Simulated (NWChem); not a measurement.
# BeHCl; SMILES [Cl][BeH]

```xyz
3

Be     0.0000     0.0000    -1.3001
H      0.0000     0.0000    -2.6355
Cl     0.0000     0.0000     0.5267
```
Atoms are numbered in this order, from 1.

Computed with NWChem. Structure relaxed at the PBE-D3(BJ)/def2-SVP level. Vzz is the largest principal value of the second derivative of the potential at the nucleus (NWChem prints the opposite sign); η is the asymmetry. Non-relativistic.

```csv
level,Vzz Be1 (a.u.),η Be1,Vzz Cl3 (a.u.),η Cl3
B3LYP/cc-pVTZ,-0.235,0.00,0.859,0.00
B3LYP/def2-SVP,…,0.00,…,0.00
PBE/def2-TZVP,-0.204,0.00,0.923,0.00
PBE/cc-pVTZ,-0.229,0.00,0.849,0.00
```

Question: Some entries are withheld; supply them.

Answer: 
- B3LYP/def2-SVP, Vzz Be1 (a.u.): -0.178
- B3LYP/def2-SVP, Vzz Cl3 (a.u.): 0.880
